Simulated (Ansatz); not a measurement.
## Which isomer of FH5PSi2 gives these data?

These gas-phase data were calculated for one isomer of FH5PSi2 at r2SCAN-D4/def2-SVP (harmonic, unscaled wavenumbers; equilibrium rotational constants with average atomic masses):

* rotational constants: 4.585, 2.31, 1.594 GHz
* all wavenumbers above 1500 cm⁻¹: 2235, 2235, 2228, 2224, 2214

Candidates:

(1) `F[SiH2][P][SiH3]`, a doublet
(2) `F[Si@H]([SiH3])[PH]`, a doublet
(3) `F[SiH2]P[SiH2]`, a doublet

Q: Which candidate do the data belong to?

A: Candidate (1). No mode falls between 2250 and 2520 cm⁻¹, where the P–H stretch of (2), (3) would stand.

The same quantities for all candidates:

```
     rotational constants (GHz)   wavenumbers above 1500 cm⁻¹  E above the lowest, r2SCAN-D4/def2-SVP (kcal/mol)
(1)          4.585, 2.31, 1.594  2235, 2235, 2228, 2224, 2214                                                0.0
(2)         3.833, 2.086, 1.491  2371, 2227, 2223, 2214, 2207                                                7.6
(3)         4.912, 2.011, 1.552  2388, 2257, 2245, 2207, 2178                                                6.2
```

Each candidate is one conformer. Open shells are spin-unrestricted. Programs: Ansatz 0.2.0.
